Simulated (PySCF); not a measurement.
SMILES CC[SiH2]c1cccs1 (GFN2-xTB optimised geometry):

```
18

C     -1.607    -3.339    -0.065
C     -0.691    -2.122    -0.052
Si    -1.669    -0.494     0.002
C     -0.454     0.931     0.000
C      0.910     0.931     0.000
C      1.483     2.220     0.000
C      0.544     3.200     0.000
S     -1.051     2.560     0.001
H     -2.258    -3.319    -0.935
H     -1.031    -4.263    -0.093
H     -2.233    -3.356     0.824
H     -0.054    -2.149    -0.938
H     -0.026    -2.189     0.811
H     -2.488    -0.425     1.220
H     -2.542    -0.379    -1.175
H      1.491     0.025     0.000
H      2.542     2.407     0.000
H      0.686     4.263     0.000
```

Method: CAM-B3LYP/def2-SVP run with PySCF.

What are the frontier orbital energies and the dipole moment?

HOMO-2 -9.77 eV, HOMO-1 -8.38 eV, HOMO -8.00 eV, LUMO 0.65 eV, LUMO+1 2.03 eV; dipole moment 1.04 D.

Meta-Löwdin charges at CAM-B3LYP/def2-SVP: C1 -0.28, C2 -0.39, Si3 0.65, C4 -0.35, C5 -0.12, C6 -0.14, C7 -0.23, S8 0.25, H9 0.09, H10 0.10, H11 0.09, H12 0.10, H13 0.10, H14 -0.12, H15 -0.12, H16 0.11, H17 0.11, H18 0.12.
